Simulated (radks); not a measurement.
Charge is removed step by step from the 3p down level of K+, starting from [Ne] 3s2 3p(up 3, down 3). Method: scalar-relativistic Kohn-Sham, PBE, spin-polarised, spherical densities, point nucleus; computed with a radial shooting solver on a logarithmic mesh with Libxc functionals.

| removed (e) | E - E(0) (eV) | eigenvalue (eV) | E minus straight line (eV) |
|---|---|---|---|
| 0 | 0.000 | -24.884 | 0.000 |
| 0.25 | 6.633 | -28.199 | -1.274 |
| 0.5 | 14.104 | -31.587 | -1.710 |
| 0.75 | 22.430 | -35.042 | -1.291 |
| 1 | 31.629 | -38.560 | 0.000 |

Removing the whole electron costs 31.629 eV by Delta-SCF, against 24.884 eV from minus the eigenvalue at the starting occupation. Slater's transition state (half an electron removed) gives 31.587 eV. Integrating minus the eigenvalue over the occupation (Janak's theorem) gives 31.632 eV. In this scalar-relativistic scheme the density is built from large components alone, so the theorem holds only approximately. The mean slope of the eigenvalue, de/dn, is 13.7 eV per electron. Ionisation energy of K+ in the NIST Atomic Spectra Database: 31.625 eV (measured).
